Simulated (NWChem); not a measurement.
Molecule: C3H5ClSi; SMILES C(#C)[Si@@H](C)Cl

```xyz
10

C      0.8753     2.6476    -0.2441
C      0.3900     1.5666     0.0331
Si    -0.3727    -0.0462     0.4517
C     -2.0099    -0.2414    -0.4134
Cl     0.9122    -1.5564    -0.1610
H      1.3093     3.6016    -0.4890
H     -0.5005    -0.1483     1.9306
H     -2.4578    -1.2181    -0.1762
H     -1.8786    -0.1715    -1.5034
H     -2.7042     0.5513    -0.0937
```
Atoms are numbered in this order, from 1.

The geometry was optimised at PBE0/def2-SVP.

Give the principal values of the shielding tensors (ppm) of C1, C2, Si3, C4, Cl5 from PBE0/pcSseg-1, GIAO (NWChem), with their diamagnetic and paramagnetic parts as GIAO splits them.


| atom | σ11 | σ22 | σ33 | isotropic | diamagnetic | paramagnetic |
|---|---|---|---|---|---|---|
| C1 | -1.9 | 0.4 | 238.8 | 79.1 | 260.6 | -181.5 |
| C2 | -3.1 | 2.8 | 292.0 | 97.2 | 258.9 | -161.7 |
| Si3 | 314.2 | 375.1 | 412.1 | 367.1 | 881.0 | -513.9 |
| C4 | 169.9 | 182.7 | 190.6 | 181.1 | 255.3 | -74.2 |
| Cl5 | 878.2 | 939.1 | 1009.5 | 942.3 | 1148.4 | -206.2 |
